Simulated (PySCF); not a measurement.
## How methods differ on the excitation energy of S

S [Ne] 3s2 3p4 (3P) → S [Ne] 3s2 3p3 3d1 (5D), as a difference of total energies. All numbers are calculated (PySCF 2.14, the spin-free X2C one-electron Hamiltonian (Gaussian nucleus), in x2c-QZVPPall with one added diffuse shell each of s, p, d, f type (10s7p5d3f1g, 86 functions)). Correlated levels: valence and next inner shell: 1s2 frozen. The calculations carry no spin-orbit coupling.

```csv
method,excitation energy (eV)
UHF,8.266
MP2 (valence and next inner shell),8.866
SCS-MP2 (valence and next inner shell),9.084
CCSD (valence and next inner shell),8.965
CCSD(T) (valence and next inner shell),8.996
```

Question: How much does correlation contribute at CCSD(T) (valence and next inner shell)?

Answer: 8.996 − (8.266) = 0.730 eV, measured against UHF.

Errors of the correlated levels include the incompleteness of this basis and the frozen core.

The promoted electron is Rydberg-like, and one or two diffuse shells describe it only roughly, which tends to raise the upper state.

For comparison: 8.392 eV (measured; NIST levels, between the centres of gravity of the two terms).
